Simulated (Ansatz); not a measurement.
PBE exchange is replaced step by step with exact exchange (0 % is PBE, 25 % PBE0; no dispersion term), basis def2-SVP, Ansatz. System: Ca4O4. Total charge 0; singlet. Geometry: PBE-D4/def2-SVP.

Geometry of the singlet:

```xyz
8

Ca    2.3801    1.1706   -0.7057
Ca    1.1690   -1.0030    2.2821
Ca   -2.3916   -1.1332    0.7275
Ca   -1.1560    0.9610   -2.3062
O    -2.3837   -0.1134   -1.0569
O     2.3829    0.1154    1.0579
O    -0.8234   -1.4329    2.0219
O     0.8226    1.4354   -2.0206
```

The structure comes from a short search, and lower isomers may exist.

```
exact exchange (%)  HOMO (eV)  LUMO (eV)  gap (eV)
                 0      -3.32      -1.36      1.96
                10      -3.84      -1.11      2.73
                25      -4.66      -0.76      3.91
                40      -5.52      -0.42      5.09
```

**Question.** Fit a straight line to the column «gap (eV)» against the share of exact exchange and predict its value at 15 %.

**Answer.** With x = exact exchange (%) and y = gap (eV): mean x = 18.75, mean y = 3.422; Σ(x − x̄)(y − ȳ) = 71.96, Σ(x − x̄)² = 918.8; slope b = 0.07832, intercept a = ȳ − b·x̄ = 1.954. The residuals of the fitted rows reach 0.01. At x = 15 the line gives 1.954 + (0.07832 × 15) = 3.13; the run gave 3.12, 0.01 less than the line.
